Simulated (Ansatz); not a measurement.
BFH6Si2 (`FB[SiH2][SiH3]`). Charge 0, multiplicity 1.

```json
{"atom": "F1", "x (Å)": "-2.4212", "y (Å)": "-0.8280", "z (Å)": "1.2161"}
{"atom": "B2", "x (Å)": "-1.9349", "y (Å)": "-0.2099", "z (Å)": "0.1537"}
{"atom": "Si3", "x (Å)": "-0.2336", "y (Å)": "0.8839", "z (Å)": "0.2956"}
{"atom": "Si4", "x (Å)": "1.5547", "y (Å)": "-0.4933", "z (Å)": "-0.3469"}
{"atom": "H5", "x (Å)": "-2.5265", "y (Å)": "-0.3811", "z (Å)": "-0.8796"}
{"atom": "H6", "x (Å)": "0.0170", "y (Å)": "1.3878", "z (Å)": "1.6745"}
{"atom": "H7", "x (Å)": "-0.2848", "y (Å)": "2.0377", "z (Å)": "-0.6459"}
{"atom": "H8", "x (Å)": "1.3295", "y (Å)": "-1.0099", "z (Å)": "-1.7237"}
{"atom": "H9", "x (Å)": "2.8344", "y (Å)": "0.2639", "z (Å)": "-0.3244"}
{"atom": "H10", "x (Å)": "1.6654", "y (Å)": "-1.6510", "z (Å)": "0.5804"}
```

Problem. List the harmonic frequencies (cm⁻¹, unscaled) at PBE0-D4/def2-TZVP in Ansatz. (An estimate is asked.)

Solution. Computed: 45, 89, 117, 245, 356, 418, 456, 519, 624, 680, 709, 802, 875, 920, 939, 942, 1106, 1314, 2204, 2214, 2216, 2228, 2229, 2577.

Problem. Is this a minimum?

Solution. Yes, all 24 modes are real.

Problem. Give the ideal-gas thermochemistry at 298.15 K and 1 bar (rigid rotor, harmonic oscillator; point group C1, symmetry number 1).

Solution. Zero-point energy 148.5 kJ/mol; H(298) − E = 170.5 kJ/mol; entropy 357.3 J/(mol·K), of which translation 165.3, rotation 113.0, vibration 79.0; G(298) − E = 64.0 kJ/mol. Modes under 100 cm⁻¹ are hindered rotations or soft bends, so the harmonic entropy is rough.
